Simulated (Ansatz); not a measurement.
System: sum formula SiNH₂F₃, charge 0, multiplicity 1. SMILES: N[Si](F)(F)F
Coordinates optimised at B3LYP-D3(BJ)/def2-TZVP (Ansatz, a quantum-chemistry and plane-wave program):
```
Si
F 1 1.5800
F 1 1.5800 2 110.23
F 1 1.5841 2 105.72 3 113.80
N 1 1.6755 2 109.62 4 125.44
H 5 1.0060 1 122.47 2 -38.32
H 5 1.0060 6 112.93 1 163.76
```

Quantity: atomisation energy (electronic, to ground-state atoms), in eV. Correlated levels leave the core frozen unless marked. Open shells are spin-unrestricted. No spin-orbit coupling. No relativistic terms. The coupled-cluster limit lacks core correlation, which all-electron functionals hold. CBS(X,Y): correlation extrapolated as X^-3; Hartree-Fock from the larger set.

```tsv
level	program	atomisation energy (eV)
B2GP-PLYP-D4/def2-TZVPD	Ansatz + dftd4	30.40
RI-MP2/aug-cc-pV(T+d)Z	Ansatz	31.34
SCS-MP2/6-31G*	Ansatz	28.40
SCS-MP2/aug-cc-pV(Q+d)Z	Ansatz	31.50
```

Task: What does CCSD(T)/CBS(aug-cc-pV(T+d)Z,aug-cc-pV(Q+d)Z) (Ansatz) give?

Result: 31.06 eV, so SCS-MP2/aug-cc-pV(Q+d)Z differs from it by 0.44 eV.
